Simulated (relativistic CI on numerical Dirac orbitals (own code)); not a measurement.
Pt+: N6,7 absorption edge

Computed with this model: Dirac-Coulomb-Breit CI, KLI orbitals optimised for each configuration, model QED, valence Slater integrals scaled by 0.7, multiplet model of core-to-valence dipole absorption; configurations [Xe] 4f14 5d9 → [Xe] 4f13 5d10; 10 K; Lorentzian 0.3 eV and Gaussian 0.3 eV FWHM. Energies are those of the free ion, without screening or charge transfer. The branching ratio is the share of the lower-energy edge in the whole absorption, uncertain by about 0.02 where the edges overlap. S is read from ⟨S²⟩ = S(S + 1).

Field parameters in Wybourne normalisation: D3d B²₀ = −7Dσ, B⁴₀ = −14Dq − 21Dτ, B⁴₃ = −14√(10/7) Dq. The field is a parameter set, without covalency.

Computed curve for D3d, 10Dq = 16350, Dσ = -1200, Dτ = 100 cm⁻¹, scaled to 100 at the maximum (points under 2 are left out and the grid is thinned):

| Energy (eV) | Intensity |
| --- | --- |
| 67.2 | 2.0 |
| 67.3 | 2.4 |
| 67.4 | 2.9 |
| 67.5 | 3.5 |
| 67.6 | 4.4 |
| 67.7 | 5.6 |
| 67.8 | 7.5 |
| 67.9 | 10.5 |
| 68.0 | 15.8 |
| 68.1 | 25.6 |
| 68.2 | 43.2 |
| 68.3 | 68.9 |
| 68.4 | 93.5 |
| 68.5 | 100.0 |
| 68.6 | 83.1 |
| 68.7 | 56.0 |
| 68.8 | 33.7 |
| 68.9 | 20.3 |
| 69.0 | 13.0 |
| 69.1 | 9.0 |
| 69.2 | 6.6 |
| 69.3 | 5.1 |
| 69.4 | 4.0 |
| 69.5 | 3.3 |
| 69.6 | 2.8 |
| 69.7 | 2.4 |
| 69.8 | 2.1 |
| 71.1 | 2.4 |
| 71.2 | 3.2 |
| 71.3 | 4.5 |
| 71.4 | 7.0 |
| 71.5 | 11.5 |
| 71.6 | 18.2 |
| 71.7 | 24.8 |
| 71.8 | 26.9 |
| 71.9 | 22.6 |
| 72.0 | 15.4 |
| 72.1 | 9.4 |
| 72.2 | 5.7 |
| 72.3 | 3.7 |
| 72.4 | 2.6 |

The ground state has S = 0.50, and the centroid lies at 69.17 eV.
